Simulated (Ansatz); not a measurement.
CH$_{3}$Cl$_{2}$Sn, charge +1, singlet, geometry from GFN2-xTB (such geometries of metal compounds can be far from the true shape) (all electrons, no relativity); HF/STO-3G run with Ansatz (a program for electronic structure).

Ansatz was given this input:
Ansatz 0.2 input:
```yaml
crystal:
  periodic: [false, false, false]
  atoms:
    - {symbol: Sn, position_ang: [-0.19562097, -0.15051911, -0.04064881]}
    - {symbol: C, position_ang: [-1.95684416, -1.50138440, -0.40790968]}
    - {symbol: H, position_ang: [-1.58957427, -2.32720101, -1.02106121]}
    - {symbol: H, position_ang: [-2.71327806, -0.90388889, -0.91930775]}
    - {symbol: H, position_ang: [-2.28908326, -1.84854075, 0.57286282]}
    - {symbol: Cl, position_ang: [-0.09059780, 2.05228167, -0.65606618]}
    - {symbol: Cl, position_ang: [1.74436539, -0.78087621, 1.00003116]}
basis:
  gaussian:
    orbitals: STO-3G
    occupation: {up: {"A'": 33, "A''": 13}, down: {"A'": 33, "A''": 13}}
hamiltonian:
  xc: hf
total_charge: 1
```

It wrote (shortened):

```
Functional definition: HF
the irreps are read with x along [0.107, 0.964, -0.243], y along [-0.916, 0.000, -0.402] and z along [-0.387, 0.265, 0.883] of the geometry given
661 factors; integrals over basis functions are off by at most 2.8e-5 eV
mean field evaluation 1: about -188052.2986 eV, gradient 2.7e1 eV
mean field evaluation 2: about -188057.3163 eV, gradient 6.4e0 eV
mean field evaluation 4: about -188057.5892 eV, gradient 4.2e-3 eV
mean field evaluation 8: about -188057.6749 eV, gradient 1.2e-6 eV
mean field -188057.67488580 eV, -6910.9920819829 hartree, gradient 1.3e-6 eV, S^2 0.000000; 0 other end points of the search recorded, 0 dependent functions left out
reference -188057.67488580 eV, -6910.9920819829 hartree; 46, 46 occupied and 7, 7 virtual orbitals, 661 factors
Total energy: -188057.67488580 eV, -6910.9920819829 hartree
```
